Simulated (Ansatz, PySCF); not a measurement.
PySCF was given this input:
```python
from pyscf import gto, scf, dft

mol = gto.Mole()
mol.atom = '''
    Na   -0.000000   -0.000000   -1.363281
    Cl    0.000000    0.000000    0.882123
'''
mol.basis = 'def2-svpd'
mol.charge = 0
mol.spin = 0
mol.verbose = 4
mol.build()

mf = dft.RKS(mol)
mf.xc = 'bhandhlyp'
mf.grids.atom_grid = (99, 590)
mf.grids.prune = None
mf.kernel()
```

Q: Give the equivalent Ansatz (an electronic-structure program) input.

A: This is not unique; one that fits is 
Ansatz 0.2 input:
```yaml
crystal:
  periodic: [false, false, false]
  atoms:
    - {symbol: Na, position_ang: [-0.00000000, -0.00000000, -1.36328114]}
    - {symbol: Cl, position_ang: [0.00000000, 0.00000000, 0.88212309]}
basis:
  gaussian:
    orbitals: def2-SVPD
hamiltonian:
  xc: {name: BHLYP}
accuracy: high
```

Both were run: PySCF gave -622.360934 Eh and Ansatz -622.360934 Eh, 0.000 mEh apart.
